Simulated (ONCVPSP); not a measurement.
**Configuration tests for zinc (ONCV)**

zinc, optimised norm-conserving Vanderbilt (ONCV), made with ONCVPSP 4.0.1 (PW91, scalar-relativistic). Core [Ne], reference 3s2 3p6 3d10 4s2. Waves: 3s+4s: rc 1.30 bohr, ncon 5, nbas 10, qcut 10.8 1/bohr, 2 projectors; 3p: rc 1.10 bohr, ncon 4, nbas 7, qcut 15.2 1/bohr, 1 projector; 3d: rc 0.80 bohr, ncon 4, nbas 9, qcut 18.4 1/bohr, local. Local part: the d channel. Core correction: none.

Energies are relative to the spin-unpolarised reference configuration 3s2 3p6 3d10 4s2; without spin polarisation the order of configurations can differ from experiment.

```csv
valence configuration,charge,ΔE all-electron (eV),error AE − PS (meV)
3s2 3p6 3d10 4s0,+2,28.474,+0.6
3s2 3p6 3d9 4s0,+3,69.127,-14
```

Question: What are ΔE and the potential's error for 3s2 3p6 3d10 4s1?

Answer: ΔE = 9.963 eV all-electron; the error (AE − PS) is -0.4 meV.

Question: What are ΔE and the potential's error for 3s2 3p6 3d9 4s2 4p1?

Answer: ΔE = 12.284 eV all-electron; the error (AE − PS) is +8.2 meV.
